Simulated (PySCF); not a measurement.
F6Te, charge +1, multiplicity 2. Atoms are numbered in the order given.

```xyz
7

F      1.0121     0.0000     1.6268
Te     0.0000     0.0000    -0.1257
F     -1.0121     0.0000     1.6268
F      1.4740     0.0000    -1.2620
F      0.0000     1.8642    -0.0018
F      0.0000    -1.8642    -0.0018
F     -1.4740     0.0000    -1.2620
```
Charge +1, spin multiplicity 2.

Geometry: B3LYP-D3(BJ)/def2-SVP. The spin state was assumed, not searched. The def2 effective core potentials stand for the cores of Te; spin–orbit coupling is left out.

Calculation: B3LYP-D3(BJ)/def2-SVP (PySCF 2.14.0).

Frequencies are harmonic and unscaled.

```json
[
 {"mode": "1", "ν (cm⁻¹)": "114", "IR (km/mol)": "0.1", "moving atoms (share of kinetic energy)": "F 95 %"},
 {"mode": "2", "ν (cm⁻¹)": "162", "IR (km/mol)": "0.6", "moving atoms (share of kinetic energy)": "F 100 %"},
 {"mode": "3", "ν (cm⁻¹)": "179", "IR (km/mol)": "0.0", "moving atoms (share of kinetic energy)": "F 75 %, Te 25 %"},
 {"mode": "4", "ν (cm⁻¹)": "183", "IR (km/mol)": "0.0", "moving atoms (share of kinetic energy)": "F 100 %"},
 {"mode": "5", "ν (cm⁻¹)": "250", "IR (km/mol)": "15.3", "moving atoms (share of kinetic energy)": "F 86 %, Te 14 %"},
 {"mode": "6", "ν (cm⁻¹)": "255", "IR (km/mol)": "30.1", "moving atoms (share of kinetic energy)": "F 86 %, Te 14 %"},
 {"mode": "7", "ν (cm⁻¹)": "262", "IR (km/mol)": "0.0", "moving atoms (share of kinetic energy)": "F 100 %"},
 {"mode": "8", "ν (cm⁻¹)": "273", "IR (km/mol)": "20.2", "moving atoms (share of kinetic energy)": "F 90 %, Te 10 %"},
 {"mode": "9", "ν (cm⁻¹)": "326", "IR (km/mol)": "55.0", "moving atoms (share of kinetic energy)": "F 99 %"},
 {"mode": "10", "ν (cm⁻¹)": "340", "IR (km/mol)": "23.3", "moving atoms (share of kinetic energy)": "F 88 %, Te 12 %"},
 {"mode": "11", "ν (cm⁻¹)": "574", "IR (km/mol)": "15.2", "moving atoms (share of kinetic energy)": "F 94 %"},
 {"mode": "12", "ν (cm⁻¹)": "667", "IR (km/mol)": "0.4", "moving atoms (share of kinetic energy)": "F 100 %"},
 {"mode": "13", "ν (cm⁻¹)": "717", "IR (km/mol)": "37.4", "moving atoms (share of kinetic energy)": "F 85 %, Te 15 %"},
 {"mode": "14", "ν (cm⁻¹)": "733", "IR (km/mol)": "22.9", "moving atoms (share of kinetic energy)": "F 85 %, Te 15 %"},
 {"mode": "15", "ν (cm⁻¹)": "745", "IR (km/mol)": "45.3", "moving atoms (share of kinetic energy)": "F 77 %, Te 23 %"}
]
```
